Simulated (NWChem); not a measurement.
System: C$_{2}$H$_{8}$Si$_{2}$; SMILES [SiH3]C([SiH3])=C

NWChem input:

```
start job
memory heap 200 mb stack 900 mb global 1100 mb
geometry units angstroms noautosym nocenter noautoz
  C      0.000000     0.000000     1.790550
  C      0.000000     0.000000     0.445280
  Si    -1.631988     0.000000    -0.485715
  Si     1.631988     0.000000    -0.485715
  H      0.927838     0.000000     2.378295
  H     -0.927838     0.000000     2.378295
  H     -1.735768     1.205705    -1.365155
  H     -2.764754     0.000000     0.490116
  H     -1.735768    -1.205705    -1.365155
  H      2.764754     0.000000     0.490116
  H      1.735768    -1.205705    -1.365155
  H      1.735768     1.205705    -1.365155
end
basis spherical
  * library pcsseg-1
end
dft
  xc kt2
  iterations 150
end
property
  shielding 6 1 2 3 5 7 8
  efieldgrad
end
task dft property
```

NWChem printed, in part:

```
             Northwest Computational Chemistry Package (NWChem) 7.3.0
             --------------------------------------------------------

                             Geometry "geometry" -> ""
                             -------------------------

 Output coordinates in angstroms (scale by  1.889725989 to convert to a.u.)

  No.       Tag          Charge          X              Y              Z
 ---- ---------------- ---------- -------------- -------------- --------------
    1 C                    6.0000     0.00000000     0.00000000     1.79055000
    2 C                    6.0000     0.00000000     0.00000000     0.44528000
    3 Si                  14.0000    -1.63198800     0.00000000    -0.48571500
    4 Si                  14.0000     1.63198800     0.00000000    -0.48571500
    5 H                    1.0000     0.92783800     0.00000000     2.37829500
    6 H                    1.0000    -0.92783800     0.00000000     2.37829500
    7 H                    1.0000    -1.73576800     1.20570500    -1.36515500
    8 H                    1.0000    -2.76475400     0.00000000     0.49011600
    9 H                    1.0000    -1.73576800    -1.20570500    -1.36515500
   10 H                    1.0000     2.76475400     0.00000000     0.49011600
   11 H                    1.0000     1.73576800    -1.20570500    -1.36515500
   12 H                    1.0000     1.73576800     1.20570500    -1.36515500

 Effective nuclear repulsion energy (a.u.)     200.2509698537

                              NWChem Property Module
                              ----------------------

  itol2e modified to match energy
  convergence criterion.

                                 NWChem DFT Module
                                 -----------------

 Summary of "ao basis" -> "ao basis" (spherical)
 ------------------------------------------------------------------------------
       Tag                 Description            Shells   Functions and Types
 ---------------- ------------------------------  ------  ---------------------
 C                          pcsseg-1                 7       17   3s3p1d
 Si                         pcsseg-1                10       24   4s5p1d
 H                          pcsseg-1                 3        5   2s1p

  itol2e modified to match energy
  convergence criterion.

            General Information
            -------------------
          SCF calculation type: DFT
          Wavefunction type:  closed shell.
          No. of atoms     :    12
          No. of electrons :    48
           Alpha electrons :    24
            Beta electrons :    24
          Charge           :     0
          Spin multiplicity:     1
          Use of symmetry is: off; symmetry adaption is: off
          Maximum number of iterations: 150
          AO basis - number of functions:   122
                     number of shells:    58
          Convergence on energy requested:  1.00D-07
          Convergence on density requested:  1.00D-05
          Convergence on gradient requested:  5.00D-04

              XC Information
              --------------
                          KT2 Method XC Functional
                        Slater Exchange Functional  1.072 local
                           KT1 gradient correction  1.000 non-local
            Perdew 1991 LDA Correlation Functional  0.577 local

             Grid Information
             ----------------
          Grid used for XC integration:  fine
          Radial quadrature: Mura-Knowles
          Angular quadrature: Lebedev.
          Tag              B.-S. Rad. Rad. Pts. Rad. Cut. Ang. Pts.
          ---              ---------- --------- --------- ---------
          C                   0.70       70          11.0       590
          Si                  1.10      123          12.0       770
          H                   0.35       60          13.0       590
          Grid pruning is: on
          Number of quadrature shells:   866
          Spatial weights used:  Erf1

      Superposition of Atomic Density Guess
      -------------------------------------

 Sum of atomic energies:        -656.92139747

      Non-variational initial energy
      ------------------------------

 Total energy =    -658.843780
 1-e energy   =   -1303.511484
 2-e energy   =     444.416734
 HOMO         =      -0.330588
 LUMO         =      -0.033449

   convergence    iter        energy       DeltaE   RMS-Dens  Diis-err
 ---------------- ----- ----------------- --------- --------- ---------
 d= 0,ls=0.0,diis     1   -666.3642334019 -8.67D+02  5.39D-03  7.80D-01
 d= 0,ls=0.0,diis     2   -666.3886455591 -2.44D-02  3.55D-03  1.91D-01
 d= 0,ls=0.0,diis     3   -666.3966710569 -8.03D-03  1.59D-03  6.61D-02
 d= 0,ls=0.0,diis     4   -666.4035578157 -6.89D-03  7.72D-04  1.23D-02
 d= 0,ls=0.0,diis     5   -666.4051726368 -1.61D-03  2.33D-04  1.13D-03
  Resetting Diis
 d= 0,ls=0.0,diis     6   -666.4053469502 -1.74D-04  6.27D-05  5.41D-05
 d= 0,ls=0.0,diis     7   -666.4053561862 -9.24D-06  1.16D-05  2.71D-07
 d= 0,ls=0.0,diis     8   -666.4053561542  3.20D-08  6.83D-06  4.66D-07

         Total DFT energy =     -666.405356154160
      One electron energy =    -1309.113832303540
           Coulomb energy =      504.689139368649
    Exchange-Corr. energy =      -62.231633072932
 Nuclear repulsion energy =      200.250969853663

 Numeric. integr. density =       48.000009889592

                       DFT Final Molecular Orbital Analysis
                       ------------------------------------

 Vector   22  Occ=2.000000D+00  E=-3.064684D-01
              MO Center= -5.1D-07,  1.2D-06, -1.4D-01, r^2= 6.9D+00
   Bfn.  Coefficient  Atom+Function         Bfn.  Coefficient  Atom+Function
  ----- ------------  ---------------      ----- ------------  ---------------
    98      0.277119   8 H  s               108     -0.277119  10 H  s
    50      0.209891   3 Si pz               74     -0.209891   4 Si pz
    99      0.145369   8 H  s               109     -0.145369  10 H  s
    93     -0.143255   7 H  s               103     -0.143255   9 H  s
   113      0.143254  11 H  s               118      0.143255  12 H  s

 Vector   23  Occ=2.000000D+00  E=-2.690891D-01
              MO Center= -7.3D-09, -5.4D-09,  4.8D-01, r^2= 3.8D+00
   Bfn.  Coefficient  Atom+Function         Bfn.  Coefficient  Atom+Function
  ----- ------------  ---------------      ----- ------------  ---------------
    24      0.300059   2 C  px               27      0.267391   2 C  px
    48     -0.220750   3 Si px               72     -0.220750   4 Si px
    83     -0.196464   5 H  s                88      0.196464   6 H  s
    21      0.143091   2 C  px               98      0.123808   8 H  s
   108     -0.123808  10 H  s                 7     -0.112262   1 C  px

 Vector   24  Occ=2.000000D+00  E=-2.566272D-01
              MO Center= -1.6D-08, -1.3D-09,  6.1D-01, r^2= 3.5D+00
   Bfn.  Coefficient  Atom+Function         Bfn.  Coefficient  Atom+Function
  ----- ------------  ---------------      ----- ------------  ---------------
     8      0.291971   1 C  py               25      0.270683   2 C  py
    11      0.252257   1 C  py               28      0.247178   2 C  py
    93     -0.138383   7 H  s               103      0.138383   9 H  s
   113      0.138383  11 H  s               118     -0.138383  12 H  s
     5      0.136889   1 C  py               22      0.124969   2 C  py

 Vector   25  Occ=0.000000D+00  E=-6.697874D-02
              MO Center= -1.1D-09,  5.6D-10,  9.5D-01, r^2= 3.1D+00
   Bfn.  Coefficient  Atom+Function         Bfn.  Coefficient  Atom+Function
  ----- ------------  ---------------      ----- ------------  ---------------
    11      0.633843   1 C  py               28     -0.575075   2 C  py
     8      0.341814   1 C  py               25     -0.267652   2 C  py
    94      0.181736   7 H  s               104     -0.181736   9 H  s
   114     -0.181736  11 H  s               119      0.181736  12 H  s
     5      0.163106   1 C  py               22     -0.127917   2 C  py

 Vector   26  Occ=0.000000D+00  E=-1.381562D-02
              MO Center=  2.9D-08, -2.4D-10, -3.8D-01, r^2= 7.3D+00
   Bfn.  Coefficient  Atom+Function         Bfn.  Coefficient  Atom+Function
  ----- ------------  ---------------      ----- ------------  ---------------
    20      1.102071   2 C  s                51     -0.748245   3 Si px
    75      0.748245   4 Si px               53     -0.487406   3 Si pz
    77     -0.487406   4 Si pz                3      0.460617   1 C  s
    29     -0.401068   2 C  pz               94     -0.348690   7 H  s
   104     -0.348690   9 H  s               114     -0.348690  11 H  s

 Vector   27  Occ=0.000000D+00  E=-8.776819D-03
              MO Center=  1.9D-08, -2.9D-09, -4.9D-01, r^2= 6.3D+00
   Bfn.  Coefficient  Atom+Function         Bfn.  Coefficient  Atom+Function
  ----- ------------  ---------------      ----- ------------  ---------------
    99      1.018050   8 H  s               109      1.018050  10 H  s
    53     -0.830480   3 Si pz               77     -0.830480   4 Si pz
    51      0.493866   3 Si px               75     -0.493866   4 Si px
     3      0.430200   1 C  s                20     -0.370035   2 C  s
    38     -0.344426   3 Si s                62     -0.344426   4 Si s

     Multipole analysis of the density
     ---------------------------------

     L   x y z        total         alpha         beta         nuclear
     -   - - -        -----         -----         ----         -------
     0   0 0 0     -0.000000    -24.000000    -24.000000     48.000000

     1   1 0 0     -0.000000     -0.000000     -0.000000     -0.000000
     1   0 1 0     -0.000000     -0.000000     -0.000000      0.000000
     1   0 0 1      0.307364      0.067546      0.067546      0.172271

     2   2 0 0    -32.135391   -201.112809   -201.112809    370.090227
     2   1 1 0     -0.000000     -0.000000     -0.000000      0.000000
     2   1 0 1     -0.000000     -0.000000     -0.000000      0.000000
     2   0 2 0    -33.367166    -27.066271    -27.066271     20.765375
     2   0 1 1      0.000000      0.000000      0.000000      0.000000
     2   0 0 2    -30.796902    -98.031789    -98.031789    165.266676

          -----------------------
          Electric field gradient
          -----------------------

[...]

          -----------------------------------------
          Chemical Shielding Tensors (GIAO, in ppm)
          -----------------------------------------

                                NWChem CPHF Module
                                ------------------

  scftype          =     RHF
  nclosed          =       24
  nopen            =        0
  variables        =     2352
  # of vectors     =        3
  tolerance        = 0.10D-03
  level shift      = 0.00D+00
  max iterations   =       50
  max subspace     =       30

 SCF residual:    5.0823717620837854E-004

Iterative solution of linear equations
  No. of variables     2352
  No. of equations        3
  Maximum subspace       30
        Iterations       50
       Convergence  1.0D-04

   iter   nsub   residual    time
   ----  ------  --------  ---------
     1      3    4.67D-04      73.2
     2      6    8.64D-08      80.4

      Atom:    1  C
        Diamagnetic
    255.6175      0.0000      0.0000
      0.0000    242.1713     -0.0000
      0.0000     -0.0000    271.5956

        Paramagnetic
   -325.6431     -0.0000     -0.0000
     -0.0000   -106.2324      0.0000
     -0.0000      0.0000   -232.2715

        Total Shielding Tensor
    -70.0257     -0.0000     -0.0000
     -0.0000    135.9388     -0.0000
     -0.0000     -0.0000     39.3242

           isotropic =      35.0791
          anisotropy =     151.2896

          Principal Components and Axis System
                 1           2           3
              135.9388    -70.0257     39.3242

      1        -0.0000      1.0000     -0.0000
      2         1.0000      0.0000      0.0000
      3        -0.0000      0.0000      1.0000

      Atom:    2  C
        Diamagnetic
    272.7497     -0.0000     -0.0000
     -0.0000    250.1231     -0.0000
     -0.0000     -0.0000    271.5082

        Paramagnetic
   -316.6657     -0.0000      0.0000
     -0.0000    -62.5433      0.0000
      0.0000      0.0000   -266.1990

        Total Shielding Tensor
    -43.9160     -0.0000      0.0000
     -0.0000    187.5798      0.0000
      0.0000      0.0000      5.3092

           isotropic =      49.6577
          anisotropy =     206.8832

          Principal Components and Axis System
                 1           2           3
              187.5798    -43.9160      5.3092

      1        -0.0000      1.0000      0.0000
      2         1.0000      0.0000     -0.0000
      3         0.0000     -0.0000      1.0000

      Atom:    3  Si
        Diamagnetic
    887.6549      0.0000      2.7971
      0.0000    880.3451      0.0000
      2.7971      0.0000    883.3253

        Paramagnetic
   -414.1115      0.0000     19.0416
      0.0000   -513.4147     -0.0000
     19.0416     -0.0000   -454.5739

        Total Shielding Tensor
    473.5434      0.0000     21.8387
      0.0000    366.9304     -0.0000
     21.8387     -0.0000    428.7514

           isotropic =     423.0751
          anisotropy =      89.0302

          Principal Components and Axis System
                 1           2           3
              482.4286    419.8662    366.9304

      1         0.9263     -0.3769     -0.0000
      2        -0.0000     -0.0000      1.0000
      3         0.3769      0.9263      0.0000

      Atom:    4  H
        Diamagnetic
     34.4192      0.0000      7.3487
      0.0000     22.1297     -0.0000
      7.3487     -0.0000     34.7848

        Paramagnetic
    -12.7042     -0.0000     -7.3703
     -0.0000      1.5231      0.0000
     -7.3703      0.0000     -6.4918

        Total Shielding Tensor
     21.7151     -0.0000     -0.0216
     -0.0000     23.6528     -0.0000
     -0.0216     -0.0000     28.2930

           isotropic =      24.5536
          anisotropy =       5.6092

          Principal Components and Axis System
                 1           2           3
               28.2931     23.6528     21.7150

      1        -0.0033     -0.0000      1.0000
      2        -0.0000      1.0000      0.0000
      3         1.0000      0.0000      0.0033

      Atom:    5  H
        Diamagnetic
     25.7302     -2.2271      2.6665
     -2.2271     30.9830     -6.9572
      2.6665     -6.9572     28.7455

        Paramagnetic
      0.3238      0.9902     -1.4262
      0.9902     -3.5836      3.6825
     -1.4262      3.6825     -1.9545

        Total Shielding Tensor
     26.0539     -1.2369      1.2403
     -1.2369     27.3994     -3.2747
      1.2403     -3.2747     26.7910

           isotropic =      26.7481
          anisotropy =       6.3818

          Principal Components and Axis System
                 1           2           3
               31.0027     25.4391     23.8025

      1        -0.3334      0.9416     -0.0467
      2         0.6942      0.2787      0.6636
      3        -0.6379     -0.1888      0.7466

      Atom:    6  H
        Diamagnetic
     35.3682     -0.0000     -5.0438
     -0.0000     22.5756      0.0000
     -5.0438      0.0000     28.2213

        Paramagnetic
     -5.2758      0.0000      2.6938
      0.0000      1.7120     -0.0000
      2.6938     -0.0000     -1.5144

        Total Shielding Tensor
     30.0924      0.0000     -2.3501
      0.0000     24.2876     -0.0000
     -2.3501     -0.0000     26.7069

           isotropic =      27.0290
          anisotropy =       6.4004

          Principal Components and Axis System
                 1           2           3
               31.2959     25.5034     24.2876

      1         0.8901      0.4558     -0.0000
      2         0.0000     -0.0000      1.0000
      3        -0.4558      0.8901      0.0000
```

Level: KT2/pcSseg-1, GIAO. Geometry: optimised at PBE0/def2-SVP. NWChem prints the field gradient with the sign opposite to the second derivative of the potential. The output numbers the shielded atoms by their place in the input's list. The printed shielding anisotropy is the first printed principal value minus the mean of the other two.
